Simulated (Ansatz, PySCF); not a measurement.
Potential energy curve for B(Br)3, SMILES B(Br)(Br)Br. The B1–Br4 bond (B1 also carries Br, Br; Br4 carries nothing else) is varied alone, starting from the PBE0/def2-TZVP optimised geometry.

- UHF/6-31G* = unrestricted Hartree-Fock/6-31G*, spherical d (PySCF 2.14.0)
- UKS-B3LYP/3-21G = unrestricted B3LYP/3-21G (PySCF)
- RKS-B3LYP/3-21G = PySCF with restricted B3LYP/3-21G
- UCCSD(T) = Ansatz (a quantum-chemistry and plane-wave program) with CCSD(T) on UHF/cc-pVDZ, cores with 3d frozen

Energies relative to the lowest point of each curve near equilibrium, in mEh; the last columns give the difference from UCCSD(T):

| R / Å | UHF/6-31G* | UKS-B3LYP/3-21G | RKS-B3LYP/3-21G | UCCSD(T) | UHF/6-31G* − UCCSD(T) | UKS-B3LYP/3-21G − UCCSD(T) | RKS-B3LYP/3-21G − UCCSD(T) |
|---|---|---|---|---|---|---|---|
| 1.56 | 82.8 | 80.5 | 80.5 | 86.3 | -3.5 | -5.8 | -5.8 |
| 1.65 | 39.3 | 39.1 | 39.1 | 41.4 | -2.2 | -2.4 | -2.4 |
| 1.76 | 11.0 | 12.0 | 12.0 | 12.1 | -1.1 | -0.1 | -0.1 |
| 1.86 | 1.1 | 1.7 | 1.7 | 1.4 | -0.3 | 0.4 | 0.4 |
| 1.90 | 0.0 | 0.2 | 0.2 | 0.0 | 0.0 | 0.2 | 0.2 |
| 1.96 | 0.7 | 0.0 | 0.0 | 0.3 | 0.4 | -0.3 | -0.3 |
| 2.01 | 3.0 | 1.3 | 1.3 | 2.2 | 0.8 | -0.9 | -0.9 |
| 2.13 | 13.0 | 8.3 | 8.3 | 11.1 | 1.9 | -2.8 | -2.8 |
| 2.27 | 29.3 | 21.0 | 21.0 | 25.9 | 3.4 | -4.9 | -4.9 |
| 2.53 | 64.0 | 49.8 | 49.8 | 56.9 | 7.1 | -7.0 | -7.0 |
| 2.77 | 89.3 | 76.7 | 76.7 | 85.2 | 4.2 | -8.5 | -8.5 |
| 3.09 | 104.5 | 107.8 | 107.8 | 116.8 | -12.4 | -9.0 | -9.0 |
| 3.50 | 111.3 | 132.5 | 138.2 | 140.9 | -29.5 | -8.4 | -2.7 |
| 3.97 | 113.7 | 145.0 | 161.6 | 149.2 | -35.5 | -4.3 | 12.4 |
| 4.64 | 114.6 | 152.0 | 181.0 | 151.9 | -37.3 | 0.2 | 29.2 |
| 5.55 | 114.7 | 154.7 | 192.3 | 152.7 | -38.0 | 2.0 | 39.6 |

UHF/6-31G* is furthest from UCCSD(T) at 5.55 (-38.0 mEh, below); its mean absolute difference over the points is 11.1 mEh.

UKS-B3LYP/3-21G is furthest from UCCSD(T) at 3.09 (-9.0 mEh, below); its mean absolute difference over the points is 3.6 mEh.

RKS-B3LYP/3-21G is furthest from UCCSD(T) at 5.55 (39.6 mEh, above); its mean absolute difference over the points is 7.9 mEh.

The unrestricted determinant behind UHF/6-31G*, UCCSD(T) is spin-contaminated at 2.77 to 5.55 Å (<S²> up to 1.0, against 0.00 for a pure singlet). The unrestricted determinant behind UKS-B3LYP/3-21G is spin-contaminated at 3.50 to 5.55 Å (<S²> up to 1.0, against 0.00 for a pure singlet). The restricted form behind RKS-B3LYP/3-21G keeps the bonding electrons paired and can't separate into open-shell fragments.
